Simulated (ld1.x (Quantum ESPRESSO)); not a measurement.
# Configuration tests for Bi (Z = 83) (ultrasoft)

ld1.x (Quantum ESPRESSO) 7.5 input, shortened:

```
&input
   title='Bi', zed=83., rel=0, dft='PBE', iswitch=3,
   config='[Xe] 4f14 5d10 6s2 6p2 6d-2'
 /
 &inputp
   pseudotype=3, tm=.true., lloc=-1, rcloc=1.60,
   nlcc=.true., new_core_ps=.true., rcore=1.35
 /
6
6S  1  0   2.00   0.00  1.45  2.05  0.0
6S  1  0   0.00  -1.00  1.45  2.05  0.0
6P  2  1   2.00   0.00  1.80  2.20  0.0
6P  2  1   0.00  -0.45  1.80  2.20  0.0
6D  3  2  -2.00   0.05  1.55  1.80  0.0
6D  3  2  -2.00   2.00  1.55  1.80  0.0
 &test
   configts(1)='6s2 6p2'
 /
```

Energies are relative to the spin-unpolarised reference configuration 6s2 6p2; without spin polarisation the order of configurations can differ from experiment.

```
valence configuration  charge  ΔE all-electron (eV)  error AE − PS (meV)
              6s2 6p3       0                -8.029                 -6.1
              6s2 6p1      +2                15.189                  -18
              6s0 6p5       0                 5.503                 -127
              6s1 6p4       0                -1.337                  -29
              6s1 6p3      +1                 7.212                  -38
            6s2 6p3.3    -0.3                -9.175                 -8.3
```

(1) What are ΔE and the potential's error for 6s2 6p0?

Levels in the configuration 6s2 6p0:

```
level  all-electron (eV)  pseudo (eV)
   6s            -35.447      -35.652
```

Note: ghost states, extra bound levels that the all-electron valence spectrum of the same l lacks: s at -98.6 eV, p at -31.9 eV, d at -7.3 eV. A true bound ghost makes a file unfit for plane-wave use.

## Answers

(1) ΔE = 38.227 eV all-electron; the error (AE − PS) is -108 meV.
